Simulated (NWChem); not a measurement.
Two isomers of C3H7NSi, each optimised at PBE0/def2-SVP with NWChem. Flexible species stand in one conformer each, which need not be the lowest. One or both are not confirmed as a minimum by frequencies.

A: [SiH3]C1=NCC1
B: C=C1CN[SiH2]1

### Question
Which is lower in energy, by how much, and how do their other properties compare?

### Answer
B is lower by 18.4 kcal/mol in electronic energy.
|  | A | B |
|---|---|---|
| highest occupied level (eV) | -7.28 | -6.50 |
| orbital gap (eV) | 6.56 | 6.37 |
| dipole (D) | 2.13 | 0.87 |
